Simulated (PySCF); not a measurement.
CH4OSSi, SMILES CO[Si]S (connectivity only; charge and spin as stated), neutral, multiplicity 1. Atoms are numbered in the order given.

```xyz
8

Si     0.8220     0.0353     0.0000
O     -0.4337    -1.0602     0.0000
C     -0.2572    -2.4615     0.0000
H     -0.7355    -2.8936     0.8936
H     -0.7355    -2.8936    -0.8936
H      0.8112    -2.7485     0.0000
S     -0.4057     1.7918     0.0000
H      0.6562     2.6226     0.0000
```

Geometry: ωB97X-D3(BJ)/def2-SVP. Other conformers were not sampled.

Calculation: B3LYP/def2-TZVP in PySCF.

Symmetry labels are those of the subgroup Cs that the program uses (full group Cs).

**Question.** List the valence orbital energies around the gap with their symmetry. (Estimate from the structure and the level; the computed values follow.)

**Answer.** 
| orbital | symmetry | energy (eV) |
|---|---|---|
| HOMO−7 | A' | -12.68 |
| HOMO−6 | A" | -12.60 |
| HOMO−5 | A' | -11.07 |
| HOMO−4 | A' | -10.54 |
| HOMO−3 | A' | -9.19 |
| HOMO−2 | A" | -8.91 |
| HOMO−1 | A" | -7.44 |
| HOMO | A' | -6.53 |
| LUMO | A" | -1.81 |
| LUMO+1 | A' | 0.02 |
| LUMO+2 | A' | 0.44 |
| LUMO+3 | A' | 1.10 |
